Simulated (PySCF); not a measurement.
## How methods differ on the ionisation energy of Nb⁺

Nb⁺ [Kr] 4d4 (5D) → Nb²⁺ [Kr] 4d3 (4F), as a difference of total energies. Calculation: PySCF 2.14, in aug-cc-pwCVQZ-PP with ECP28MDF (9s9p8d5f4g3h, 180 functions); scalar relativity through the core potential. Correlated levels: valence: 4s2 4p6 frozen; valence and next inner shell: nothing frozen outside the core potential. The calculations carry no spin-orbit coupling.

```
                                method  ionisation energy (eV)  difference from reference (eV)
                                   UHF                  13.039                          -1.281
                                   LDA                  14.729                          +0.409
                                   PBE                  14.480                          +0.160
                                  PBE0                  14.319                          -0.001
                         MP2 (valence)                  13.625                          -0.695
                     SCS-MP2 (valence)                  13.234                          -1.086
    MP2 (valence and next inner shell)                  14.173                          -0.147
SCS-MP2 (valence and next inner shell)                  13.776                          -0.544
```

Reference: 14.32 eV (semi-empirical (NIST evaluation); NIST Atomic Spectra Database, ionization energies).

The reference lies between the lowest fine-structure levels, while these numbers refer to the centres of the terms.
